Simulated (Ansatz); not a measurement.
Calculated with Ansatz (gas phase, PBE0-D4/def2-TZVP geometries, no zero-point term in ΔE). CCSD(T)/CBS is the MP2 limit (def2-TZVPP, def2-QZVPP) plus CCSD(T) − MP2 in def2-TZVPP, frozen cores. Functionals use def2-TZVPP. B3LYP here is the variant with VWN-RPA as its local correlation; programs differ in this. Elements past krypton have def2 core potentials. For Sn outer-core shells are correlated without core-valence functions, which leaves a few kJ/mol of doubt a bond. Each species was taken in one conformer, which may not be the lowest.

Consider the cleavage of the Si–Sn bond: `[SiH3][SnH2][SiH3]` + `N[SiH](O)Cl` → `N[SiH](Cl)O[SiH3]` + `[SiH3][SnH3]`.

`[SiH3][SnH2][SiH3]`:

Z-matrix (Å, degrees):
```
Si
Sn 1 2.563
H 1 1.487 2 109.8
H 1 1.487 2 111.0 3 120.3
H 1 1.487 2 109.8 3 -119.3
Si 2 2.563 1 111.1 3 60.0
H 2 1.711 1 109.6 3 -61.3
H 2 1.711 1 109.6 3 -178.7
H 6 1.487 2 109.8 1 59.9
H 6 1.487 2 109.8 1 -59.5
H 6 1.487 2 111.0 1 -179.8
```

`N[SiH](O)Cl`:

Z-matrix (Å, degrees):
```
Si
O 1 1.631
Cl 1 2.058 2 112.6
N 1 1.700 2 111.2 3 116.8
H 1 1.474 2 103.8 3 -116.0
H 2 0.960 1 116.7 3 -67.6
H 4 1.006 1 120.7 2 -147.4
H 4 1.007 1 121.4 2 60.6
```

`N[SiH](Cl)O[SiH3]`:

```xyz
11

N    -0.062    2.153   -0.655
Si    0.545    0.887    0.288
Cl    2.299    0.047   -0.425
O    -0.554   -0.304    0.314
Si   -0.704   -1.940    0.265
H    -0.465    1.974   -1.561
H     0.369    3.063   -0.614
H     0.864    1.398    1.633
H    -2.109   -2.263    0.607
H    -0.393   -2.440   -1.098
H     0.211   -2.575    1.247
```

`[SiH3][SnH3]`:

```xyz
8

Si    0.426    1.181   -0.391
Sn   -0.405   -1.118    0.370
H     1.467    1.685    0.544
H    -0.700    2.150   -0.420
H     1.013    1.088   -1.754
H     0.878   -2.246    0.396
H    -1.610   -1.707   -0.687
H    -1.070   -1.033    1.941
```

```
  level  ΔE (kcal/mol)
  B3LYP          -17.1
r2SCANh          -16.1
```

Q: What does CCSD(T)/CBS give? (An estimate is asked.)

A: The calculation gave: -16.3 kcal/mol. The listed levels differ from it by -0.8, 0.2 kcal/mol.

Largest T1 diagnostic among the species: 0.013.

Leaving LDA and LC-ωPBE aside and taking each functional with its dispersion term where it has one, the values, not all of them listed here, spread over 7.8 kcal/mol, from BHLYP-D4 to PBE-D4. LDA lies −0.9 kcal/mol from PBE without D4. In def2-TZVPP, CCSD(T) changes the Hartree–Fock value by +5.9 kcal/mol (the triples alone add +0.8 kcal/mol) and MP2 by +5.9 kcal/mol.
